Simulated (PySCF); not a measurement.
CH5F3Si2, SMILES C[Si@H](F)[SiH](F)F.

Geometry optimised at PBE0-D3(BJ)/def2-SVP. The structure was generated by enumeration; whether it is a known compound was not checked. Other conformers were not sampled.

The numbers are results of PBE0-D3(BJ)/def2-SVP (PySCF 2.14.0), not measurements.

Frequencies are harmonic and unscaled.

Computed harmonic wavenumbers and intensities:
```csv
mode,ν (cm⁻¹),IR (km/mol),moving atoms (share of kinetic energy)
1,30,1.7,"F 66 %, C 16 %, H 11 %"
2,75,2.5,"F 64 %, C 22 %, H 12 %"
3,139,10.5,"H 48 %, Si 27 %, F 20 %"
4,167,6.7,"H 63 %, F 18 %, Si 17 %"
5,184,1.9,"F 56 %, H 18 %, C 18 %, Si 8 %"
6,211,0.0,"F 63 %, Si 28 %"
7,259,16.4,"F 40 %, Si 29 %, H 18 %, C 13 %"
8,328,13.8,"F 63 %, Si 33 %"
9,467,1.3,"Si 76 %, H 17 %"
10,646,49.3,"H 84 %, C 10 %"
11,693,62.8,"H 47 %, C 31 %, Si 16 %"
12,761,57.3,"H 58 %, C 22 %, Si 18 %"
13,797,255.9,H 81 %
14,821,25.6,"H 79 %, F 17 %"
15,829,11.4,"H 54 %, F 34 %, Si 10 %"
16,850,156.0,"F 42 %, H 30 %, Si 22 %"
17,912,117.9,"H 53 %, Si 25 %, F 15 %, C 8 %"
18,926,11.3,"Si 40 %, H 33 %, F 25 %"
19,954,183.7,"Si 49 %, F 44 %"
20,1267,29.5,"H 78 %, C 22 %"
21,1420,5.8,H 96 %
22,1427,7.6,H 96 %
23,2243,113.4,H 97 %
24,2266,127.4,H 97 %
25,3058,0.0,H 97 %
26,3164,0.3,"H 91 %, C 9 %"
27,3172,0.1,"H 91 %, C 9 %"
```
